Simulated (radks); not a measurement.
Spherical jellium clusters: N electrons in a uniform positive sphere of charge N and radius rs N^(1/3), rs = 5.04 bohr. Calculated with a radial shooting solver with Libxc functionals: non-relativistic Kohn-Sham, PBE, spin-polarised, spherical densities. Levels are named by radial order and angular momentum (1s, 1p, 1d, 2s, ...), and open shells are averaged over m.

N = 4, configuration 1s2 1p(up 2, down 0). This is the lowest configuration that the search found. Occupied and some empty levels:

level,occupation,eigenvalue (eV),<r> (bohr)
1s up,1,-3.4176,5.789
1s down,1,-3.0032,5.208
1p up,2,-2.3660,6.939
1p down,0,-1.7204,6.886
1d up,0,-1.0855,8.367
2s up,0,-0.72048,10.00

Energy (eV): total -6.45963, kinetic 5.1093, external -63.853, Hartree 31.427, exchange-correlation -11.794, background 32.652.
